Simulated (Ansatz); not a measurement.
Total energies of `[CH3][Sn][NH2]`.

Z-matrix (Å, degrees):
```
C
Sn 1 2.193
H 1 1.091 2 111.9
H 1 1.093 2 110.2 3 121.3
H 1 1.094 2 109.4 3 -120.1
N 2 2.015 1 92.8 3 -171.6
H 6 1.008 2 123.7 1 -179.2
H 6 1.009 2 124.9 1 0.2
```

Charge 0, multiplicity 1. Correlated methods include outer-core shells of Sn, which these sets cover unevenly. Sn takes the def2 core potential. Geometry: relaxed with PBE0-D4/def2-TZVP. It is one conformer, not always the lowest. Basis def2-TZVPP, Ansatz 0.2.0.

RPA on PBE orbitals: Hartree–Fock energy of these orbitals -308.58441 Eh, correlation -1.09747 Eh (frozen core).

| functional | energy without D4 (Eh) | D4 term (kJ/mol) |
| --- | --- | --- |
| LDA (SPW92) | -309.03596 | – |
| PBE | -310.09147 | -14.1 |
| revPBE | -310.23854 | -41.3 |
| BLYP | -310.12891 | -31.2 |
| r2SCAN | -310.24115 | -3.2 |
| B97M-V | -310.20651 | – |
| PBE0 | -310.10715 | -11.9 |
| B3LYP | -310.30092 | -23.1 |
| r2SCANh | -310.22402 | -3.4 |
| r2SCAN0 | -310.19925 | -3.8 |
| HSE06 (plane-wave form) | -310.10004 | -11.1 |
| BHLYP | -310.08642 | -18.9 |
| CAM-B3LYP | -310.15303 | -12.1 |
| LC-ωPBE | -310.18725 | – |
| ωB97X-V | -310.16602 | – |
| ωB97M-V | -310.11938 | – |
| B2PLYP | -309.92827 | – |
| PBE-QIDH | -309.89560 | – |

B3LYP takes the VWN-RPA correlation (the form of Gaussian; ORCA's B3LYP/G). HSE06 is the plane-wave form, built on full-range PBE exchange. The double hybrids freeze the cores in their second-order part.

LC-ωPBE has ω = 0.4 bohr⁻¹.
